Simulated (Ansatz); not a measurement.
Molecule: GaF (charge 0, singlet). 
Coordinates optimised at B3LYP-D3(BJ)/def2-TZVP (Ansatz, an electronic-structure program):
```
Ga
F 1 1.8005
```

Parts of the frozen-core correlation energy in STO-3G (Ansatz, hartree). Frozen orbitals: 15; correlated occupied orbitals by spin: 5 and 5; virtual: 3 and 3. Spin-orbit coupling is left out. Non-relativistic. The restricted reference is unstable. The program attaches cautions to this run: above unrestricted.

| term | value |
|---|---|
| reference (HF) | -1998.86689 |
| MP2 opposite-spin | ? |
| MP2 same-spin | ? |
| CCSD correlation | -0.06414 |
| (T) | ? |
| FCI minus CCSD(T) | 0.00006 |
| T1 diagnostic | 0.035 |
| largest doubles amplitude | 0.101 |

**Question.** Complete the blanks.

**Answer.** 
- MP2 opposite-spin, value: -0.04269
- MP2 same-spin, value: -0.01215
- (T), value: -0.01136
